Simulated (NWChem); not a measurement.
Molecule: Si₂NH₆OF; SMILES N[Si@@H](O)[SiH2]F

```xyz
11

N     -1.4827     1.7393     0.1559
Si     0.0181     1.0820    -0.3712
O      1.3386     1.2470     0.6439
Si    -0.1668    -1.2588    -0.5121
F      1.0244    -1.7527     0.5173
H     -1.9629     1.3688     0.9686
H     -1.6662     2.7315     0.0498
H      0.3269     1.7859    -1.6458
H      1.6272     0.4176     1.0437
H     -1.4534    -1.8194     0.0027
H      0.1100    -1.8620    -1.8498
```
Atoms are numbered in this order, from 1.

Geometry: optimised at PBE0/def2-SVP.

Q: Give the principal values of the shielding tensors (ppm) of N1, Si2, O3, Si4, F5 from BHandHLYP/pcSseg-1, GIAO (NWChem), with their diamagnetic and paramagnetic parts as GIAO splits them.

A: 
```csv
atom,σ11,σ22,σ33,isotropic,diamagnetic,paramagnetic
N1,200.8,224.5,254.3,226.5,320.9,-94.4
Si2,341.8,399.3,425.8,389.0,879.0,-490.0
O3,197.5,287.7,319.9,268.4,393.4,-125.1
Si4,293.3,332.4,448.9,358.2,877.5,-519.3
F5,390.7,448.3,478.9,439.3,475.0,-35.7
```
